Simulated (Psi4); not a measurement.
C2H6ClFOSi (SMILES CCO[SiH](F)Cl), singlet, geometry from GFN2-xTB. Base run: Psi4 with MP2/def2-SV(P).

Here is a job for Psi4.
```
memory 2 GB

molecule {
0 1
Si    0.49749346   -0.14486714    0.62062428
F     1.77563816   -1.09389207    0.75372675
Cl    1.06777717    1.62155100   -0.12846439
O    -0.40064409   -0.98303901   -0.40654492
C    -1.55568899   -0.67242160   -1.14242633
C    -2.72486268   -0.29423235   -0.24776281
H    -0.05487856   -0.00328357    1.94913431
H    -1.33119363    0.14846940   -1.83310849
H    -1.79348302   -1.56822803   -1.72404230
H    -2.50016079    0.62225720    0.29273983
H    -3.61521187   -0.14124034   -0.85082586
H    -2.91447327   -1.08693751    0.47121067
}

set {
  basis def2-sv(p)
  freeze_core true
}

energy('mp2')
print_variables()
```

The job was repeated with other settings on one machine. Differences are taken from the largest basis of the def2 family in the series, which isn't the basis-set limit (def2-TZVPP: -1003.407677 Eh). The cheapest run took around 6 core-seconds (rough).

| setting | basis functions | cost, times the cheapest (rough) | difference in total energy (mEh) |
|---|---|---|---|
| def2-SV(P) | 104 | 1 | 906.82 |
| def2-SVP | 122 | 2 | 845.38 |
| def2-TZVP | 234 | 3 | 23.91 |
| def2-TZVPP | 292 | 5 | reference |

Times come from a shared machine, hold the start-up and are rough. Total energies converge more slowly with the basis than energy differences do.
